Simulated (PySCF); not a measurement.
C₃H₆GaNO, SMILES [CH3][Ga]([CH3])[N]=C=O. Atoms are numbered in the order given.

```xyz
12

Ga    -0.6019     0.2580    -0.2851
C     -2.0744    -1.0252    -0.3058
H     -1.7682    -1.9334    -0.8480
H     -2.9821    -0.6203    -0.7745
H     -2.3138    -1.3294     0.7254
C     -0.4558     2.1088    -0.8919
H      0.3331     2.1863    -1.6565
H     -0.1549     2.7526    -0.0505
H     -1.3958     2.4914    -1.3133
N      0.9561    -0.4086     0.4533
C      1.9655    -0.8421     0.9305
O      2.9545    -1.2667     1.3981
```

Geometry optimised at PBE0-D3(BJ)/def2-SVP. Other conformers were not sampled.

Vertical ionisation energy (IE) and electron affinity (EA) in eV. Rows of orbital energies are one-electron estimates. Where ΔSCF, EOM or ADC give a negative EA the extra electron is unbound and the value depends on the basis.

| level | IE | EA |
|---|---|---|
| −ε(HOMO), −ε(LUMO), r2SCAN/def2-TZVP (PySCF) | 6.62 | 1.60 |
| −ε(HOMO), −ε(LUMO), PBE/def2-TZVP (PySCF) | 6.34 | 1.86 |
